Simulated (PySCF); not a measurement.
H$_{6}$AlO$_{2}$Si$_{2}$ (SMILES [SiH3][O][Al+][O][SiH3]), charge +1, singlet, at a GFN2-xTB geometry (such geometries of metal compounds can be far from the true shape); PBE0-D3BJM/3-21G (PySCF).

PySCF was given this input:
```python
from pyscf import gto, scf, dft

mol = gto.Mole()
mol.atom = '''
    Al    0.00000000   -0.00000000   -0.00000000
    O    -1.35076414    0.16845009    0.86244077
    Si   -2.81839043    0.35147375    1.79949611
    H    -2.60943543   -0.64800399    2.84364877
    H    -3.83169504    0.04015784    0.79492213
    H    -2.71613638    1.74982381    2.20819395
    O     1.35076414   -0.16845009   -0.86244077
    Si    2.81839043   -0.35147375   -1.79949611
    H     2.37190485   -1.27348421   -2.84037077
    H     3.72579932   -0.89679443   -0.79346074
    H     3.05956268    1.02830098   -2.21293335
'''
mol.basis = '3-21g'
mol.charge = 1
mol.verbose = 5
mol.build()

mf = dft.RKS(mol)
mf.xc = 'pbe0'
mf.disp = 'd3bjm'
mf.kernel()
```

Task: What does PySCF print? Leave out banner, timings and long lists.

Result: 
```
PySCF version 2.14.0

[INPUT] verbose = 5
[INPUT] max_memory = 4000
[INPUT] num. atoms = 11
[INPUT] num. electrons = 62
[INPUT] charge = 1
[INPUT] spin (= nelec alpha-beta = 2S) = 0
[INPUT] symmetry False subgroup None
[INPUT] Mole.unit = angstrom
[INPUT] Symbol           X                Y                Z      unit          X                Y                Z       unit  Magmom
[...]
[INPUT] ---------------- BASIS SET ----------------
[INPUT] l, kappa, [nprim/nctr], expnt,             c_1 c_2 ...
[INPUT] Si
[...]
                                137.336           0.386229
                                29.7601           0.67238
[...]
                                8.31729           0.10741
                                2.21645           0.951446
[...]
                                0.302422          1.25165
[...]
                                8.31729           0.457578
                                2.21645           0.607427
[...]
                                0.302422          0.956883
[...]
[INPUT] H
[...]
                                0.824547          0.904691
[...]
[INPUT] Al
[...]
                                116.952           0.389061
                                25.3326           0.669468
[...]
                                6.63314           0.146245
                                1.72675           0.92373
[...]
                                0.202506          1.18412
[...]
                                6.63314           0.461174
                                1.72675           0.605535
[...]
                                0.202506          0.97266
[...]
[INPUT] O
[...]
                                48.4308           0.3515
                                10.4206           0.707658
[...]
                                1.5762            1.22156
[...]
                                1.5762            0.853955
[...]
nuclear repulsion = 307.055740154187
number of shells = 43
number of NR pGTOs = 129
number of NR cGTOs = 69
basis = 3-21g
ecp = {}

******** <class 'pyscf.dft.rks.RKS'> ********
method = RKS
initial guess = minao
damping factor = 0
level_shift factor = 0
DIIS = <class 'pyscf.scf.diis.CDIIS'>
diis_start_cycle = 1
diis_space = 8
diis_damp = 0
SCF conv_tol = 1e-09
SCF conv_tol_grad = None
SCF max_cycles = 50
direct_scf = True
direct_scf_tol = 1e-13
XC library pyscf.dft.libxc version 7.1.2
    S. Lehtola, C. Steigemann, M. J. T. Oliveira, and M. A. L. Marques,  SoftwareX 7, 1–5 (2018)
XC functionals = pbe0
    C. Adamo and V. Barone,  J. Chem. Phys. 110, 6158 (1999)
    M. Ernzerhof and G. E. Scuseria,  J. Chem. Phys. 110, 5029 (1999)
radial grids:
    Treutler-Ahlrichs [JCP 102, 346 (1995); DOI:10.1063/1.469408] (M4) radial grids

becke partition: Becke, JCP 88, 2547 (1988); DOI:10.1063/1.454033
pruning grids: <function nwchem_prune>
grids dens level: 3
symmetrized grids: False
atomic radii adjust function: <function treutler_atomic_radii_adjust>
small_rho_cutoff = 0
Set gradient conv threshold to 3.16228e-05
Initial guess from minao.
atom Al rad-grids = 80, ang-grids = [ 50  50  50  50  50  50  50  50  50  50  50  50  50  50  50  50  50  50
  50  50  50  50  50  86  86  86  86  86  86  86  86  86  86  86  86  86
 350 350 350 350 350 350 350 350 350 434 434 434 434 434 434 434 434 434
 434 434 434 434 434 434 434 434 434 350 350 350 350 350 350 350 350 350
 350 350 350 350 350 350 350 350]
atom O rad-grids = 75, ang-grids = [ 50  50  50  50  50  50  50  50  50  50  50  50  50  50  50  50  50  50
  50  50  50  50  50  86  86  86  86  86  86  86  86  86 266 266 266 266
 266 266 266 302 302 302 302 302 302 302 302 302 302 302 302 302 302 302
 302 302 302 302 302 266 266 266 266 266 266 266 266 266 266 266 266 266
 266 266 266]
atom Si rad-grids = 80, ang-grids = [ 50  50  50  50  50  50  50  50  50  50  50  50  50  50  50  50  50  50
  50  50  50  50  50  86  86  86  86  86  86  86  86  86  86  86  86  86
 350 350 350 350 350 350 350 350 434 434 434 434 434 434 434 434 434 434
 434 434 434 434 434 434 434 434 350 350 350 350 350 350 350 350 350 350
 350 350 350 350 350 350 350 350]
atom H rad-grids = 50, ang-grids = [ 50  50  50  50  50  50  50  50  50  50  50  50  50  50  50  86  86  86
  86 266 266 266 266 266 302 302 302 302 302 302 302 302 302 302 302 302
 302 266 266 266 266 266 266 266 266 266 266 266 266 266]
tot_boxes 5292, boxes in each direction [19 12 16]
Padding 0 grids
tot grids = 144552
nelec by numeric integration = 62.91283228295122
E1 = -1952.847691206975  E2 = 676.4418739875496  Ecoul = 755.3038626445946  Exc = -78.861988657045
Calc dispersion correction with DFTD3.
Parameters: xc=pbe0, version=d3bjm, atm=False
init E= -969.365981067298
cond(S) = 201.4629112615991
[...]
  mo_energy =
[-6.57676900e+01 -6.57676475e+01 -5.57342284e+01 -1.93574652e+01
 -1.93567092e+01 -5.30919032e+00 -5.30874226e+00 -4.15357950e+00
 -3.63520602e+00 -3.63520586e+00 -3.63512542e+00 -3.63512526e+00
 -3.63457876e+00 -3.63448342e+00 -2.68504961e+00 -2.66927759e+00
 -2.66927747e+00 -1.20052771e+00 -1.18177409e+00 -6.98369586e-01
 -6.75433843e-01 -5.31398028e-01 -5.15452375e-01 -5.10349057e-01
 -5.10348396e-01 -4.99307888e-01 -4.99307250e-01 -3.77786488e-01
 -3.77786233e-01 -3.75268613e-01 -3.75268352e-01 -1.68196218e-01
 -4.49309714e-02 -4.49301815e-02 -4.13654455e-02 -2.24169897e-02
  6.72558945e-02  6.72570449e-02  6.77935135e-02  6.77946794e-02
  8.74686942e-02  9.37640556e-02  1.10229921e-01  2.00601116e-01
  2.32439256e-01  2.32440791e-01  2.91292434e-01  2.91292835e-01
  3.13458081e-01  3.13458786e-01  3.17495085e-01  3.37672198e-01
  4.32925124e-01  4.52048555e-01  6.28992128e-01  1.03055549e+00
  1.03588089e+00  1.06225476e+00  1.06225523e+00  1.06568900e+00
  1.06568941e+00  1.29016657e+00  1.29016770e+00  1.40265278e+00
  1.40265382e+00  1.67660429e+00  1.89519773e+00  2.51020758e+00
  2.98717564e+00]
nelec by numeric integration = 62.000017513799136
[...]
  9.48506265e-01  9.74855448e-01  9.74855825e-01  9.78860784e-01
  9.78861192e-01  1.27991027e+00  1.27991200e+00  1.38921305e+00
  1.38921476e+00  1.64071367e+00  1.87112731e+00  2.51033338e+00
  2.97138890e+00]
nelec by numeric integration = 62.00001572735489
E1 = -1945.0243902558104  E2 = 668.4228341835156  Ecoul = 747.5306411762708  Exc = -79.10780699275519
cycle= 5 E= -969.561719920167  delta_E= -0.000182  |g|= 0.00389  |ddm|= 0.0291
[...]
  mo_energy =
[-6.59614867e+01 -6.59614441e+01 -5.60255503e+01 -1.92968069e+01
 -1.92959988e+01 -5.47864546e+00 -5.47820774e+00 -4.42381315e+00
 -3.81242616e+00 -3.81233851e+00 -3.80852824e+00 -3.80852803e+00
 -3.80845281e+00 -3.80845260e+00 -2.95057368e+00 -2.95057336e+00
 -2.94764501e+00 -1.16756737e+00 -1.15698983e+00 -7.56411067e-01
 -7.39524392e-01 -6.22030720e-01 -6.00349687e-01 -5.70014478e-01
 -5.70014092e-01 -5.56686553e-01 -5.56686320e-01 -4.94691789e-01
 -4.94691362e-01 -4.77113234e-01 -4.77112481e-01 -2.66371840e-01
 -1.70594464e-01 -1.70593729e-01 -1.27088013e-01 -1.11577816e-01
 -2.80200078e-02 -2.80192907e-02 -2.48043557e-02 -2.48039546e-02
  8.91476777e-04  5.00886975e-03  6.28969416e-03  7.19452900e-02
  7.86232756e-02  7.86248982e-02  1.77752079e-01  1.77753047e-01
  1.98017174e-01  1.98018304e-01  2.09565474e-01  2.32220341e-01
  3.14689558e-01  3.44456953e-01  5.19051482e-01  9.43792008e-01
  9.48640042e-01  9.74993614e-01  9.74993993e-01  9.78995933e-01
  9.78996345e-01  1.27905692e+00  1.27905864e+00  1.38837503e+00
  1.38837674e+00  1.63990052e+00  1.87040861e+00  2.50945928e+00
  2.97046365e+00]
nelec by numeric integration = 62.00001573826395
E1 = -1945.0405155355575  E2 = 668.4389566504734  Ecoul = 747.548460314682  Exc = -79.10950366420855
cycle= 6 E= -969.561722732956  delta_E= -2.81e-06  |g|= 0.000545  |ddm|= 0.00326
[...]
  mo_energy =
[-6.59615223e+01 -6.59614797e+01 -5.60250704e+01 -1.92968043e+01
 -1.92959962e+01 -5.47868235e+00 -5.47824464e+00 -4.42344267e+00
 -3.81246584e+00 -3.81237819e+00 -3.80856419e+00 -3.80856398e+00
 -3.80848876e+00 -3.80848854e+00 -2.95019481e+00 -2.95019448e+00
 -2.94727773e+00 -1.16754926e+00 -1.15697587e+00 -7.56409406e-01
 -7.39535968e-01 -6.22043871e-01 -6.00359222e-01 -5.70015405e-01
 -5.70015020e-01 -5.56707524e-01 -5.56707292e-01 -4.94712152e-01
 -4.94711726e-01 -4.77128777e-01 -4.77128025e-01 -2.66279976e-01
 -1.70508948e-01 -1.70508209e-01 -1.27114578e-01 -1.11606414e-01
 -2.80383347e-02 -2.80376179e-02 -2.48293538e-02 -2.48289526e-02
  9.19643206e-04  4.98109654e-03  6.27567207e-03  7.20126917e-02
  7.87151787e-02  7.87168067e-02  1.77722779e-01  1.77723746e-01
  1.97992902e-01  1.97994031e-01  2.09538812e-01  2.32189946e-01
  3.14752807e-01  3.44463309e-01  5.19107918e-01  9.43746735e-01
  9.48593953e-01  9.74945208e-01  9.74945587e-01  9.78947399e-01
  9.78947810e-01  1.27907047e+00  1.27907220e+00  1.38838581e+00
  1.38838752e+00  1.63993811e+00  1.87040316e+00  2.50946249e+00
  2.97050082e+00]
nelec by numeric integration = 62.00001573725626
E1 = -1945.0420187190828  E2 = 668.440459764332  Ecoul = 747.5502297635244  Exc = -79.10976999919244
cycle= 7 E= -969.561722802623  delta_E= -6.97e-08  |g|= 3.48e-05  |ddm|= 0.000606
[...]
  mo_energy =
[-6.59615257e+01 -6.59614831e+01 -5.60250882e+01 -1.92968165e+01
 -1.92960084e+01 -5.47868074e+00 -5.47824303e+00 -4.42345643e+00
 -3.81246493e+00 -3.81237728e+00 -3.80856286e+00 -3.80856265e+00
 -3.80848743e+00 -3.80848721e+00 -2.95020871e+00 -2.95020839e+00
 -2.94729213e+00 -1.16755352e+00 -1.15698002e+00 -7.56409088e-01
 -7.39535207e-01 -6.22043524e-01 -6.00359938e-01 -5.70016088e-01
 -5.70015703e-01 -5.56706772e-01 -5.56706540e-01 -4.94711435e-01
 -4.94711009e-01 -4.77129056e-01 -4.77128304e-01 -2.66283432e-01
 -1.70512127e-01 -1.70511389e-01 -1.27113716e-01 -1.11605786e-01
 -2.80359170e-02 -2.80352001e-02 -2.48268122e-02 -2.48264108e-02
  9.19435982e-04  4.98363144e-03  6.27795229e-03  7.20118053e-02
  7.87132343e-02  7.87148628e-02  1.77725143e-01  1.77726111e-01
  1.97994957e-01  1.97996086e-01  2.09539256e-01  2.32190254e-01
  3.14751760e-01  3.44464721e-01  5.19106687e-01  9.43750991e-01
  9.48598283e-01  9.74949967e-01  9.74950346e-01  9.78952142e-01
  9.78952553e-01  1.27906612e+00  1.27906785e+00  1.38838179e+00
  1.38838350e+00  1.63993390e+00  1.87040149e+00  2.50945879e+00
  2.97049544e+00]
nelec by numeric integration = 62.000015737362595
E1 = -1945.0421820318975  E2 = 668.4406230768602  Ecoul = 747.5504080092476  Exc = -79.10978493238738
cycle= 8 E= -969.561722802909  delta_E= -2.86e-10  |g|= 8.91e-06  |ddm|= 4.6e-05
[...]
  mo_energy =
[-6.59615263e+01 -6.59614837e+01 -5.60250884e+01 -1.92968185e+01
 -1.92960104e+01 -5.47868156e+00 -5.47824385e+00 -4.42345675e+00
 -3.81246570e+00 -3.81237805e+00 -3.80856369e+00 -3.80856348e+00
 -3.80848825e+00 -3.80848804e+00 -2.95020904e+00 -2.95020872e+00
 -2.94729248e+00 -1.16755484e+00 -1.15698139e+00 -7.56409996e-01
 -7.39536031e-01 -6.22044157e-01 -6.00360806e-01 -5.70016964e-01
 -5.70016579e-01 -5.56707570e-01 -5.56707339e-01 -4.94712008e-01
 -4.94711582e-01 -4.77129847e-01 -4.77129095e-01 -2.66283923e-01
 -1.70512663e-01 -1.70511924e-01 -1.27113995e-01 -1.11606006e-01
 -2.80362705e-02 -2.80355535e-02 -2.48271709e-02 -2.48267696e-02
  9.19047169e-04  4.98317830e-03  6.27745265e-03  7.20114005e-02
  7.87129561e-02  7.87145847e-02  1.77724708e-01  1.77725676e-01
  1.97994568e-01  1.97995697e-01  2.09539142e-01  2.32190041e-01
  3.14751184e-01  3.44463990e-01  5.19106083e-01  9.43750848e-01
  9.48598143e-01  9.74949780e-01  9.74950159e-01  9.78951948e-01
  9.78952359e-01  1.27906484e+00  1.27906657e+00  1.38838049e+00
  1.38838220e+00  1.63993269e+00  1.87039994e+00  2.50945740e+00
  2.97049437e+00]
nelec by numeric integration = 62.000015737349976
E1 = -1945.0422260032788  E2 = 668.440667048283  Ecoul = 747.5504562539165  Exc = -79.10978920563352
Extra cycle  E= -969.561722802868  delta_E= 4.16e-11  |g|= 1.77e-05  |ddm|= 1.82e-05
converged SCF energy = -969.561722802868
```
